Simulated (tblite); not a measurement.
C6H9ClN2Si.
Bonds: N1–C2, C2–C3 (aromatic), C3–C4 (aromatic), C4–C5 (aromatic), C5–Si6, Si6–C7, C7–Cl8, C5–N9 (aromatic), N9–C10 (aromatic), C2–C10 (aromatic). Hydrogens: H11, H12 on N1; H13 on C3; H14 on C4; H15, H16 on Si6; H17, H18 on C7; H19 on C10.

A start from a force field or distance geometry was refined with GFN2-xTB geometry optimisation, gas phase in tblite 0.8.0. Values at the start:

```
coordinate    start
     N1–C2  1.394 Å
    N1–H11  1.003 Å
     C2–C3  1.390 Å
    C2–C10  1.391 Å
     C3–C4  1.405 Å
    C3–H13  1.080 Å
     C4–C5  1.395 Å
    C4–H14  1.082 Å
    C5–Si6  1.872 Å
     C5–N9  1.363 Å
    Si6–C7  1.839 Å
   Si6–H15  1.498 Å
    C7–Cl8  1.780 Å
    C7–H17  1.096 Å
    N9–C10  1.348 Å
   C10–H19  1.082 Å
  N1–C2–C3   120.3°
 N1–C2–C10   122.8°
  C2–C3–C4   119.8°
 C2–C10–N9   125.1°
  C3–C4–C5   119.1°
  C4–C5–N9   121.8°
 C5–Si6–C7   111.4°
 C5–N9–C10   117.4°
```

How do these coordinates change at the GFN2-xTB level?

| coordinate | GFN2-xTB (Å or °) | change |
| --- | --- | --- |
| Si6–C7 | 1.906 | +0.067 |
| N9–C10 | 1.313 | -0.035 |
| Si6–H15 | 1.468 | -0.030 |
| C5–N9 | 1.334 | -0.029 |
| C3–C4 | 1.379 | -0.026 |
| N1–C2 | 1.371 | -0.023 |
| C5–Si6 | 1.885 | +0.013 |
| C2–C10 | 1.402 | +0.011 |
| C7–H17 | 1.087 | -0.009 |
| C2–C3 | 1.397 | +0.007 |
| N1–H11 | 1.007 | +0.004 |
| C4–H14 | 1.079 | -0.003 |
| C7–Cl8 | 1.783 | +0.003 |
| C10–H19 | 1.084 | +0.002 |
| C3–H13 | 1.082 | +0.002 |
| C4–C5 | 1.393 | -0.002 |
| C5–Si6–C7 | 106.9 | -4.5 |
| C5–N9–C10 | 119.7 | +2.3 |
| N1–C2–C3 | 121.8 | +1.5 |
| N1–C2–C10 | 121.4 | -1.4 |
| C2–C10–N9 | 123.8 | -1.3 |
| C4–C5–N9 | 120.8 | -1.0 |
| C3–C4–C5 | 119.9 | +0.8 |
| C2–C3–C4 | 119.0 | -0.8 |

The energy falls by 0.205 eV over 58 L-BFGS steps, the largest force on an atom goes from 2.19 to 0.005 eV/Å, and the atoms move by 0.091 Å rms after alignment. The bond that changes most is Si6–C7 (SiH2 silicon to sp3 C–Cl carbon), which lengthens by 0.067 Å. Bonds longer at the end by more than 0.005 Å: 4 of 19; shorter: 7. Among the dihedrals that turn most is H12–N1–C2–C3, from -177° to -164°. Rotational constants go from 3741, 366.1, 335.5 to 3509, 374.4, 340.4 MHz.

Its GFN2-xTB frequencies are all real (lowest 23 cm⁻¹). The numbers are those of one conformer.

The numbers are calculated, not measured.
